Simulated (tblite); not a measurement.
Species: C6H13O (doublet state).
Structure used (GFN2-xTB), in Å, numbered top down from 1:
```xyz
20
C6H13O angstrom
C     -1.4913    0.2547   -1.2564
C     -0.5197    0.2137   -0.0688
C     -1.0462   -0.7707    0.9818
C     -0.4561    1.6234    0.5625
C      0.8350   -0.1667   -0.5530
C      1.8560   -0.8235    0.2932
O      3.1423   -0.8435   -0.2796
H     -2.4827    0.5549   -0.9252
H     -1.5654   -0.7270   -1.7187
H     -1.1501    0.9642   -2.0066
H     -2.0474   -0.4807    1.2928
H     -0.4066   -0.7833    1.8600
H     -1.0933   -1.7768    0.5713
H     -0.0890    2.3462   -0.1617
H     -1.4461    1.9308    0.8922
H      0.2130    1.6227    1.4191
H      1.1503    0.1990   -1.5167
H      1.5453   -1.8595    0.5414
H      1.9766   -0.3007    1.2537
H      3.0703   -1.1665   -1.1843
```

All values are computed: GFN2-xTB (tblite) harmonic vibrations without scaling, gas phase. This tight-binding method is rough: wavenumbers can miss measured ones by several per cent, in bad cases by 10 to 20. One conformer, not necessarily the lowest. Open shells enter through the occupations alone, without spin polarisation, and single modes of such species can be off by tens of per cent.

Harmonic wavenumbers (cm⁻¹): 37.8, 66.4, 172.1, 196.9, 237.3, 255.0, 267.4, 286.9, 326.5, 331.9, 363.1, 439.1, 456.8, 518.3, 805.7, 902.5, 937.9, 959.1, 959.9, 961.4, 1019.7, 1035.8, 1054.7, 1120.5, 1146.4, 1186.8, 1204.1, 1269.9, 1280.8, 1311.0, 1356.3, 1391.2, 1402.6, 1422.4, 1447.7, 1486.5, 1492.5, 1497.0, 1501.7, 1507.3, 1514.2, 2724.5, 2861.8, 3021.6, 3027.9, 3029.5, 3033.3, 3036.1, 3038.0, 3040.3, 3042.9, 3048.4, 3096.4, 3550.8.

A = 4213, B = 1426, C = 1400 MHz; mass 101.097 u (most abundant isotopes); point group C1, symmetry number 1; spin multiplicity 2.

Question: Zero-point energy?

Answer: Half the sum of the wavenumbers: 38341 cm⁻¹ = 109.62 kcal/mol.

Question: Entropy at 400 K, 1 bar (ideal gas, RRHO, classical rotation)?

Answer: Translation 41.24, rotation 28.91, vibration 38.20, spin (R ln 2) 1.38: S = 109.7 cal/(mol K).

Question: And Cp and H(400 K) − H(0)?

Answer: Cp = 47.10 cal/(mol K), of which vibrations give 39.15 (their classical limit is 54 R = 107.3); H(400 K) − H(0) = 11.17 kcal/mol without the zero-point energy, 8.00 from vibrations.

Question: Which modes carry the vibrational entropy at 400 K?

Answer: 37.8 cm⁻¹: 5.95; 66.4 cm⁻¹: 4.84; 172.1 cm⁻¹: 2.97; 196.9 cm⁻¹: 2.71; 237.3 cm⁻¹: 2.36; 255.0 cm⁻¹: 2.23 cal/(mol K); the other 48 give 17.13 together.

Question: Blend soft modes into free rotors: weight 1/[1 + (100 cm⁻¹/ν̃)⁴] for the oscillator and the rest for a rotor with moment μB/(μ + B), μ = h/(8π²ν), B = 10⁻⁴⁴ kg m². What vibrational entropy results?

Answer: 35.27 cal/(mol K) in place of 38.20, which changes −T·S at 400 K by +1.17 kcal/mol.

Question: How do the functions run with temperature in this model?

Answer: 
| T (K) | S (cal/(mol K)) | Cp (cal/(mol K)) | H − H(0) (kcal/mol) | G − H(0) (kcal/mol) | ln q(vib) |
| --- | --- | --- | --- | --- | --- |
| 150 | 76.7 | 23.9 | 2.30 | -9.21 | 2.82 |
| 250 | 91.1 | 33.1 | 5.16 | -17.62 | 5.36 |
| 298.15 | 97.3 | 37.6 | 6.86 | -22.16 | 6.59 |
| 600 | 132.0 | 63.0 | 22.27 | -56.93 | 14.13 |
| 900 | 160.8 | 79.2 | 43.78 | -100.98 | 21.22 |

q(vib) and H(0) count from the zero-point level.

Hindered rotation and anharmonicity are outside this model. Other conformers, if any are populated, would add a mixing term that is left out. The structure is chiral; the term R ln 2 for an equal mix with its mirror image is left out.
